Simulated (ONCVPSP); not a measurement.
# Reading a pseudo-wave (carbon)

Columns: radius, all-electron u(r) and pseudo u(r) of the 2s shell (level -40.38 eV) of carbon in the configuration [He] 2s2; PBE, scalar-relativistic, ONCV scheme, ONCVPSP 4.0.1.

| r (bohr) | all-electron | pseudo |
| --- | --- | --- |
| 0.060 | -0.2998 | 0.0435 |
| 0.120 | -0.4006 | 0.0884 |
| 0.180 | -0.3822 | 0.1358 |
| 0.240 | -0.2950 | 0.1863 |
| 0.300 | -0.1709 | 0.2404 |
| 0.360 | -0.0312 | 0.2978 |
| 0.420 | 0.1112 | 0.3581 |
| 0.480 | 0.2477 | 0.4204 |
| 0.540 | 0.3735 | 0.4837 |
| 0.600 | 0.4859 | 0.5470 |
| 0.660 | 0.5839 | 0.6091 |
| 0.720 | 0.6677 | 0.6689 |
| 0.780 | 0.7373 | 0.7249 |
| 0.840 | 0.7932 | 0.7756 |
| 0.900 | 0.8362 | 0.8195 |
| 0.960 | 0.8672 | 0.8548 |
| 1.020 | 0.8874 | 0.8803 |
| 1.080 | 0.8979 | 0.8950 |
| 1.140 | 0.8999 | 0.8994 |
| 1.200 | 0.8946 | 0.8945 |
| 1.260 | 0.8830 | 0.8829 |
| 1.320 | 0.8661 | 0.8661 |
| 1.380 | 0.8450 | 0.8450 |
| 1.440 | 0.8204 | 0.8204 |
| 1.500 | 0.7931 | 0.7930 |
| 1.560 | 0.7637 | 0.7637 |

Question: How many radial nodes do the two functions have?

Answer: The all-electron 2s function has n − l − 1 = 1; the pseudo-wave has 0, since the states of the same l below it are removed with the core.

Question: At about which radius was the pseudo-wave matched?

Answer: 1.20 bohr, where the columns begin to agree (steps of 0.06 bohr).

Question: Is the pseudo-wave norm-conserving?

Answer: Yes: the ONCV scheme keeps the norm inside the radius equal to the all-electron one, which fixes the energy derivative of the logarithmic derivative at the level.
